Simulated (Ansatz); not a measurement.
`N=[C](O)[AlH][SH]`, charge 0, multiplicity 1.

**Question.** Give a relaxed structure at PBE0-D4/def2-TZVP (Ansatz). (Best estimate.)

**Answer.** Ansatz gave: 
Z-matrix (Å, degrees):
```
C
O 1 1.358
Al 1 1.980 2 117.8
N 1 1.267 2 126.4 3 -180.0
H 2 0.969 1 109.9 3 180.0
S 3 2.177 1 117.1 2 -0.1
H 3 1.571 1 122.5 2 179.9
H 4 1.027 1 114.0 2 -0.0
H 6 1.346 3 91.9 1 0.0
```
Point group Cs.
This is one stationary point; other conformers may exist.
